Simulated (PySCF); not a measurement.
## Two-component Hartree-Fock for Ga¹⁸⁺ (gallium, charge +18)

Start: [Ne] 3s2 3p1; 3p3/2 filled at m_j = +3/2. Calculated with PySCF 2.14 in an uncontracted even-tempered set (19 s from 1.9 bohr⁻², ratio 2.4; 13 p from 2.4 bohr⁻², ratio 2.4; 5 d from 9.2 bohr⁻², ratio 2.6; 4 f from 14 bohr⁻², ratio 2.6): generalised Hartree-Fock with the X2C-1e Hamiltonian and a Gaussian nucleus; one run each with spin-orbit coupling (SO) screened by Boettger's factors, then bare. This is a chosen level, not necessarily the ground level.

| spinor shell | electrons | ε, screened SO (eV) | ε, bare SO (eV) | weight of nominal j (bare SO) | rms radius, bare SO (bohr) |
| --- | --- | --- | --- | --- | --- |
| 1s1/2 | 2 | -11151.8 | -11151.8 | 1.000 | 0.0560 |
| 2s1/2 | 2 | -2024.5 | -2024.5 | 1.000 | 0.232 |
| 2p1/2 | 2 | -1867.7 | -1869.1 | 0.999 | 0.205 |
| 2p3/2 | 4 | -1839.9 | -1839.3 | 1.000 | 0.208 |
| 3s1/2 | 2 | -722.05 | -722.05 | 1.000 | 0.585 |
| 3p3/2 | 1 | -675.07 | -674.93 | 1.000 | 0.579 |

```csv
quantity,screened SO,bare SO
E (hartree),-1766.32004,-1766.32355
M_J,3/2,3/2
⟨J²⟩,3.752,3.752
⟨L²⟩,2.002,2.002
⟨S²⟩,0.751,0.751
```

Each row is a mean over spinors that exchange with the open shell spreads, by up to 9.931 eV (3s1/2).
